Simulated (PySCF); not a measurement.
C₇H₁₆N₂P (charge +1).
Atom-mapped SMILES: `[CH3:1][CH2:2][P+:3]1([CH3:4])[N:5]([CH3:6])[CH:7]=[CH:8][N:9]1[CH3:10]`

Cartesian coordinates in Å at the PBE0-D3(BJ)/def2-SVP level; atoms count from 1:
```xyz
26
C7H16N2P angstrom
C     -2.1829   -1.6434    0.4396
C     -1.6069   -0.2435    0.6266
P     -0.0655    0.0984   -0.2560
C     -0.3111   -0.2937   -1.9930
N      1.2940   -0.6246    0.3759
C      1.5364   -2.0497    0.5010
C      2.1826    0.3549    0.8812
C      1.7421    1.6036    0.6820
N      0.4898    1.6412    0.0235
C     -0.2227    2.8738   -0.2556
H     -3.0996   -1.7454    1.0367
H     -2.4523   -1.8470   -0.6070
H     -1.4875   -2.4249    0.7786
H     -2.3203    0.5294    0.2867
H     -1.3842   -0.0237    1.6838
H     -0.4676   -1.3765   -2.1145
H     -1.1982    0.2295   -2.3812
H      0.5835    0.0113   -2.5531
H      1.3462   -2.4111    1.5240
H      0.8931   -2.6091   -0.1924
H      2.5786   -2.2736    0.2321
H      3.1118    0.0382    1.3503
H      2.2307    2.5382    0.9492
H      0.4403    3.5855   -0.7689
H     -0.6052    3.3397    0.6660
H     -1.0735    2.6789   -0.9236
```

NICS is the negative of the GIAO shielding at a point without a nucleus: at the ring centre (0) and 1 Å above and below it (1); zz is the component along the ring normal. Level: GIAO PBE0/pcSseg-1 (PySCF, non-relativistic, gas phase) on the PBE0-D3(BJ)/def2-SVP geometry, one conformer.

Ring bond lengths (Å), with Mayer bond orders in brackets: P3–N5 1.664 (1.04), N5–C7 1.416 (0.93), C7–C8 1.339 (1.84), C8–N9 1.415 (0.93), N9–P3 1.663 (1.04).

Give the NICS values of each ring in ppm.

| ring | type | NICS(0) | NICS(1), two faces | NICS(1)zz, two faces | rms pucker (Å) | centre to ring atoms, mean (Å) |
| --- | --- | --- | --- | --- | --- | --- |
| P3–N5–C7–C8–N9 | 5-membered ring with 2 N and P; formal bonds 1 double, 4 single | -7.7 | -3.4 / -3.4 | -4.6 / -4.1 | 0.01 | 1.27 |

What can be read from them?

- P3–N5–C7–C8–N9: mean NICS(1)zz -4.3 ppm, shielded. P3 has four or more neighbours, and the NICS criterion for π rings isn't applied.

At the second NICS(1) probe listed for ring P3–N5–C7–C8–N9, 1 Å off the ring, what do the in-plane components average?

The isotropic value is a third of the trace: (3 × -3.4 − (-4.1))/2 = -3.0 ppm.

How shielded are the nuclei of the rings and their hydrogens (means over atoms taken as equivalent)?

| atoms | environment | σ isotropic (ppm) |
| --- | --- | --- |
| P3 | phosphorus bonded to 2 C and 2 N | 253.9 |
| N5 (×2) | nitrogen bonded to 2 C and P | 196.7 |
| C7 (×2) | vinylic carbon bearing nitrogen | 60.4 |
| H22 (×2) | vinylic hydrogen | 25.15 |

How do the values depend on the level or the medium?

| level | NICS(0), P3–N5–C7–C8–N9 | mean NICS(1)zz, P3–N5–C7–C8–N9 |
| --- | --- | --- |
| PBE0/pcSseg-1, gas | -7.7 | -4.3 |
| PBE0/pcSseg-1, IEF-PCM acetone | -7.6 | -4.1 |
| PBE0/pcSseg-1, IEF-PCM chloroform | -7.6 | -4.1 |

The geometry is the same throughout; the continuum's cavity takes Bondi-type radii × 1.2.
